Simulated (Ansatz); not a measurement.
W₂O₆⁻. The state is a doublet with charge -1. Geometry PBE-D4/def2-SVP, that of the neutral singlet; atoms count from 1.

| atom | x (Å) | y (Å) | z (Å) |
| --- | --- | --- | --- |
| W1 | -1.186 | -0.293 | 0.790 |
| W2 | 1.186 | 0.293 | -0.790 |
| O3 | -1.512 | -1.796 | 1.571 |
| O4 | 1.512 | 1.796 | -1.571 |
| O5 | 0.601 | 0.420 | 1.058 |
| O6 | 2.479 | -0.809 | -1.086 |
| O7 | -2.479 | 0.808 | 1.086 |
| O8 | -0.601 | -0.420 | -1.058 |

In the def2 sets W takes a core potential; there is no spin–orbit coupling. The structure comes from a short search, and lower isomers may exist.

Estimate the Mulliken populations from the PBE0/def2-TZVPD orbitals of Ansatz.


| atom | charge (e) | spin (α − β) | d electrons |
| --- | --- | --- | --- |
| W1 | 1.68 | 0.63 | 3.34 |
| W2 | 1.68 | 0.63 | 3.34 |
| O3 | -0.69 | -0.03 | – |
| O4 | -0.69 | -0.03 | – |
| O5 | -0.80 | -0.08 | – |
| O6 | -0.69 | -0.03 | – |
| O7 | -0.69 | -0.03 | – |
| O8 | -0.80 | -0.08 | – |
Mulliken values depend strongly on the basis. With diffuse functions, as here, like atoms can get unlike values, and bond orders can come out too low or too high.

Where does the spin sit?

Summed by element: W 1.27, O -0.27, of 1 unpaired in all. Largest on single atoms: W1 0.63, W2 0.63, O5 -0.08.

And the Mayer bond orders between heavy atoms (over 0.3)?

W1–O3 1.88 (1.72 Å); W1–O5 0.75 (1.94 Å); W1–O7 1.88 (1.72 Å); W1–O8 0.75 (1.94 Å); W2–O4 1.88 (1.72 Å); W2–O5 0.75 (1.94 Å); W2–O6 1.88 (1.72 Å); W2–O8 0.75 (1.94 Å).
